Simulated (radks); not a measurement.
Values are calculated unless marked as measured or tabulated.
Question: Species: Ce XXII. Configuration: [Kr] 4d1. Code: a radial shooting solver on a logarithmic mesh with Libxc functionals. Model: Dirac Kohn-Sham, PBE, spin-unpolarised, spherical densities, finite nucleus; open shells fill j = l - 1/2 first; Fermi nuclear charge, rms radius 4.8771 fm. Some entries of the table are withheld. Estimate them.

orbital  occ.  eigenvalue (eV)  <1/r> (bohr^-1)  r(max) (bohr)
1s1/2       2        -40815.22            63.34        0.01574
2s1/2       2        -7021.472            14.94        0.08919
2p1/2       2        -6663.485            14.92            (1)
2p3/2       4        -6216.426            13.52            (2)
3s1/2       2        -1943.258            5.433         0.2538
3p1/2       2        -1792.389            5.348         0.2404
3p3/2       4        -1702.930            4.999         0.2516
3d3/2       4              (3)            4.869         0.2017
3d5/2       6              (4)            4.780         0.2048
4s1/2       2        -778.5939            2.431         0.5709
4p1/2       2        -719.4035            2.355            (5)
4p3/2       4        -695.7529            2.248            (6)
4d3/2       1              (7)              (8)         0.5934
4d5/2       0              (9)             (10)         0.5992

Answer: 
(1) 2p1/2 r(max) (bohr): 0.06797
(2) 2p3/2 r(max) (bohr): 0.07321
(3) 3d3/2 eigenvalue (eV): -1441.447
(4) 3d5/2 eigenvalue (eV): -1422.037
(5) 4p1/2 r(max) (bohr): 0.5744
(6) 4p3/2 r(max) (bohr): 0.5943
(7) 4d3/2 eigenvalue (eV): -597.3360
(8) 4d3/2 <1/r> (bohr^-1): 2.112
(9) 4d5/2 eigenvalue (eV): -592.5311
(10) 4d5/2 <1/r> (bohr^-1): 2.086
